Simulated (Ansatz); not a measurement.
Geometry optimisation, RKS B3LYP/STO-3G (Ansatz).

Input file:

```yaml
crystal:
  periodic: [false, false, false]
  atoms:
    - { symbol: Si, position_ang: [0.0, 0.0, 0.0] }
    - { symbol: O, position_ang: [0.0, 0.0, 1.68] }
    - { symbol: C, position_ang: [-1.1112, -0.3437, 2.4945] }
    - { symbol: H, position_ang: [-1.814, -0.9775, 1.9143] }
    - { symbol: H, position_ang: [-0.7584, -0.9037, 3.3856] }
    - { symbol: H, position_ang: [-1.6313, 0.5809, 2.8212] }
    - { symbol: O, position_ang: [1.5842, 0.0, -0.5594] }
    - { symbol: Si, position_ang: [2.4906, -1.3762, -0.8866] }
    - { symbol: H, position_ang: [1.6598, -2.3521, -1.5857] }
    - { symbol: H, position_ang: [3.6318, -1.0202, -1.7249] }
    - { symbol: H, position_ang: [2.9691, -1.9538, 0.366] }
    - { symbol: Cl, position_ang: [-1.0032, 1.7381, -0.7093] }
    - { symbol: Cl, position_ang: [-1.0032, -1.7381, -0.7093] }
basis:
  gaussian: { orbitals: STO-3G }
hamiltonian:
  xc: b3lyp
relax:
  f_tol: 0.02
  max_steps: 40
output:
  orbitals: {}
```

Command:

```bash
$ ansatz run input.yaml --threads 1 --pin off --max-ram 2048MiB --backend cpu --events-out ev --progress --plain --runs-dir out
```

Where does it end, and by what steps?

It converged. The force dipped under the threshold on the way, but the program's further checks kept it going. Limits of this set-up: minimal basis. After 18 steps the energy has fallen by 0.291 eV; H9 moved furthest, 0.57 Å.

```
step  energy less start (eV)  largest force component (eV/Å)  accepted
   0                  0.0000                           2.316       yes
   1                 -0.1923                           0.810       yes
   2                 -0.2329                           0.355       yes
   3                 -0.2546                           0.262       yes
   4                 -0.2680                           0.354       yes
   5                 -0.2801                           0.163       yes
   6                 -0.2652                           0.537        no
   7                 -0.2871                           0.027       yes
   8                 -0.2882                           0.011       yes
   9                 -0.2888                           0.051       yes
  10                 -0.2891                           0.024       yes
  11                 -0.2895                           0.006       yes
  12                 -0.2897                           0.019       yes
  13                 -0.2898                           0.024       yes
  14                 -0.2899                           0.020       yes
  15                 -0.2902                           0.021       yes
  16                 -0.2903                           0.064       yes
  17                 -0.2906                           0.041       yes
  18                 -0.2910                           0.013       yes
```

```xyz
13
Properties=species:S:1:pos:R:3
Si -0.015 -0.144 0.046
O 0.183 -0.276 1.718
C -1.074 -0.282 2.480
H -1.732 -1.133 2.201
H -0.799 -0.386 3.547
H -1.647 0.662 2.355
O 1.468 -0.059 -0.649
Si 2.493 -1.388 -0.955
H 1.966 -2.191 -2.039
H 3.763 -0.809 -1.326
H 2.639 -2.207 0.231
Cl -1.040 1.642 -0.450
Cl -1.191 -1.775 -0.674
```

Whether the end is a true minimum wasn't checked by a vibrational analysis.

The run took 53 s on 1 thread of Intel(R) Xeon(R) 6975P-C (Granite Rapids), on a shared host, peak memory 0.18 GiB.
